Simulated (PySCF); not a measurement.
Compound: C8H15PS.
Bonds: C1–C2 (double), C2–C3, C3–P4, P4–C5 (double), P4–C6, C6–C7, C7–S8, S8–C9, C9–C10, P4–C10. Hydrogens: H11, H12 on C1; H13 on C2; H14, H15 on C3; H16, H17 on C5; H18, H19 on C6; H20, H21 on C7; H22, H23 on C9; H24, H25 on C10.

Level: PBE0/pcSseg-1 in PySCF, non-relativistic, on one gas-phase PBE0-D3(BJ)/def2-SVP geometry that isn't relaxed in the solvent. The solvent is an IEF-PCM continuum (cavity from Bondi-type radii × 1.2). The model holds no explicit solvent molecules, cavitation or dispersion.

Gas phase at PBE0/pcSseg-1: HOMO -4.91 eV, LUMO -0.35 eV, dipole 2.63 D.

Task: What does the continuum do to the energy, the frontier levels and the dipole at PBE0/pcSseg-1 in methanol and dimethylsulfoxide?

Result: 
```tsv
solvent	ε	E(solvent) − E(gas) (kcal/mol)	polarisation term (kcal/mol)	distortion of the solute (kcal/mol)	HOMO (eV)	LUMO (eV)	dipole (D)
methanol	32.61	-8.99	-10.58	1.59	-5.19	-0.04	3.73
dimethylsulfoxide	46.83	-9.14	-10.79	1.65	-5.20	-0.03	3.75
```

The polarisation term is half the interaction of the solute with the surface charges that it induces; the rest is the cost of distorting the solute's density. The sum is the electrostatic part of solvation alone. From methanol to dimethylsulfoxide the lowering changes by a factor 1.02, Onsager's factor (ε − 1)/(2ε + 1) by 1.01 and ε itself by 1.4.

Task: Which radius a makes the point-dipole formula ΔE = −[(ε − 1)/(2ε + 1)]·μ²/a³ give the value in dimethylsulfoxide, with the gas-phase dipole?

Result: μ = 1.033 au and |ΔE| = 0.01457 Eh give a = 1.74 Å; the farthest nucleus lies 3.77 Å from the centroid of the nuclei, so such a sphere wouldn't even hold the nuclei. The formula assumes a rigid point dipole at the centre of a sphere.

Task: Which IAO charges (PBE0/pcSseg-1) respond most in dimethylsulfoxide (means over atoms taken as equivalent)?

Result: 
```csv
atoms,environment,gas (e),solvent (e),change
C5,carbon bonded to P and 2 H,-0.967,-1.019,-0.052
S8,sulfide sulfur,+0.072,+0.038,-0.034
H19/H25,methylene hydrogen,+0.153,+0.163,+0.010
H20/H23,methylene hydrogen,+0.160,+0.171,+0.011
H13,vinylic hydrogen,+0.139,+0.150,+0.011
P4,phosphorus bonded to 4 C,+1.214,+1.223,+0.009
```
